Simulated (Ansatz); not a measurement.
Consider the ligand exchange at a Zn–O bond: `[OH][Zn][O][SiH3]` + NH₃ → `[NH2][Zn][O][SiH3]` + H₂O.

Gas-phase electronic energies from Ansatz, PBE0-D4/def2-TZVP geometries. CBS: MP2 limit from def2 TZ/QZ plus the TZ coupled-cluster correction, frozen cores. This one scheme is used for every species. Functionals use def2-TZVPP. B3LYP here is the variant with VWN-RPA as its local correlation; programs differ in this. For Zn outer-core shells are correlated without core-valence functions, which leaves a few kJ/mol of doubt a bond. Scalar relativity is left out up to krypton. One conformer a species, not always the lowest.

(1) Is it downhill or uphill in electronic energy at CCSD(T)/CBS, and by how much? (An estimate is asked.)

(2) What do these levels give: LDA (SPW92), PBE-D4, B3LYP-D4, PBE, B3LYP, MP2/CBS(def2)? (Best estimate.)

(3) What do rigid-rotor, harmonic-oscillator terms from PBE0-D4/def2-TZVP frequencies (298.15 K, 1 bar) make of the CCSD(T)/CBS value? (Estimate.)

Largest T1 diagnostic among the species: 0.016.

Answers

(1) Computed: Uphill: ΔE = +0.19 eV.

(2) Ansatz gave: LDA (SPW92) 0.13, PBE-D4 0.18, B3LYP-D4 0.21, PBE 0.19, B3LYP 0.22, MP2/CBS(def2) 0.18 eV.

(3) Computed: ΔZPE = -0.02 eV, ΔH = +0.17 eV, ΔS = -1 J/(mol·K), ΔG = +0.18 eV. Modes under 50 cm⁻¹ make the entropy rough.

Leaving LDA and LC-ωPBE aside and taking each functional with its dispersion term where it has one, the values, not all of them listed here, spread over 0.08 eV, from PBE0-D4 to B97M-V. LDA lies −0.06 eV from PBE without D4. In def2-TZVPP, CCSD(T) changes the Hartree–Fock value by −0.09 eV (the triples alone add −0.01 eV) and MP2 by −0.10 eV. At CCSD(T), def2-SVP lies +0.06 eV from the extrapolated value and def2-TZVPP +0.00 eV.
